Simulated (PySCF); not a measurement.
## Dipole response of Ag²⁺ (silver, charge +2)

[Kr] 4d8 5s1, high-spin 4F determinant (an excited configuration). Calculation: PySCF 2.14, in aug-cc-pVDZ-PP with ECP28MDF; scalar relativity through the core potential. Coupled (time-dependent) response in atomic units; α is the mean over directions. A double-zeta set is small for polarisabilities.

```json
{"method": "UHF", "mean α (bohr³)": "21.40", "C₆ (like pair)": "110.4", "S(−4)": "349.6"}
{"method": "PBE", "mean α (bohr³)": "15.70", "C₆ (like pair)": "81.27", "S(−4)": "153.8"}
{"method": "PBE0", "mean α (bohr³)": "16.73", "C₆ (like pair)": "86.15", "S(−4)": "183.9"}
{"method": "M06-L", "mean α (bohr³)": "16.91", "C₆ (like pair)": "88.20", "S(−4)": "183.6"}
```

S(−4) is the Cauchy moment in α(ω) = α(0) + S(−4) ω² + …

Spin-orbit coupling is absent.

α(iu) at UHF:

```csv
u (hartree),α(iu) (bohr³)
0,21.40
0.0500,20.57
0.100,18.49
0.200,13.61
0.300,10.07
0.500,6.461
0.750,4.541
1.00,3.542
1.50,2.435
2.00,1.793
3.00,1.074
5.00,0.4916
```

For an ion, C₆ is the dispersion term alone; charge-induced terms of lower order in 1/R come first.

Energies and moments cover only the electrons outside the core potential.
